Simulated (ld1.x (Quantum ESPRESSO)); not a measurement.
cadmium (Cd) TM: all-electron and pseudo phase curves

ld1.x (Quantum ESPRESSO) 7.5 input, shortened:

```
&input
   title='Cd', zed=48., rel=1, dft='PZ', iswitch=3,
   config='[Kr] 4d10 5s1.75 5p0.25'
 /
 &inputp
   pseudotype=2, tm=.true., lloc=1,
   nlcc=.true., rcore=1.80
 /
2
5S  1  0   1.75   0.00  2.25  2.25  0.0
5P  2  1   0.25   0.00  2.75  2.75  0.0
 &test
   configts(1)='5s1.75 5p0.25'
 /
```

The phase is arctan(r·u′/u) with u = r·R(r), unwrapped; energies in Ry, scanned from -2 to 5 Ry. A pole is an energy at which the radial function vanishes at the test radius. The pseudo phase is shifted by a multiple of π to meet the all-electron one at the reference energy, and phase errors are pseudo minus all-electron; the curves can meet again beyond the range given. Levels narrower than the energy grid can be missing from the lists of poles.

Task: For each channel, where are the poles, and over which energies does the pseudopotential scatter like the atom?

Result:

| channel | radius (bohr) | reference energy (Ry) | poles, all-electron | poles, pseudo | unbroken range about the reference energy with phases within 0.05 rad | phase error 1 Ry above the reference energy (rad) |
| --- | --- | --- | --- | --- | --- | --- |
| s | 3.00 | -0.46 | 0.57 | 0.51, 3.21 | below 1.3 | -0.012 |
| p | 3.00 | -0.12 | 1.56 | 1.49 | below 2.7 | -0.007 |

Phases in the p channel:

| E (Ry) | all-electron | pseudo |
| --- | --- | --- |
| -2.00 | 1.304 | 1.303 |
| -1.76 | 1.282 | 1.280 |
| -1.52 | 1.253 | 1.251 |
| -1.28 | 1.214 | 1.213 |
| -1.04 | 1.160 | 1.158 |
| -0.80 | 1.077 | 1.075 |
| -0.56 | 0.937 | 0.935 |
| -0.32 | 0.662 | 0.662 |
| -0.08 | 0.083 | 0.083 |
| 0.16 | -0.667 | -0.669 |
| 0.40 | -1.094 | -1.099 |
| 0.64 | -1.298 | -1.304 |
| 0.88 | -1.411 | -1.418 |
| 1.12 | -1.484 | -1.492 |
| 1.36 | -1.536 | -1.546 |
| 1.60 | -1.577 | -1.590 |
| 1.84 | -1.612 | -1.628 |
| 2.08 | -1.643 | -1.665 |
| 2.32 | -1.674 | -1.704 |
| 2.56 | -1.706 | -1.748 |
| 2.80 | -1.742 | -1.804 |
| 3.04 | -1.785 | -1.885 |
| 3.28 | -1.840 | -2.018 |
| 3.52 | -1.917 | -2.288 |
| 3.76 | -2.038 | -2.931 |
| 4.00 | -2.256 | -3.790 |
| 4.24 | -2.698 | -4.208 |
| 4.48 | -3.421 | -4.391 |
| 4.72 | -3.966 | -4.489 |
| 4.96 | -4.234 | -4.551 |
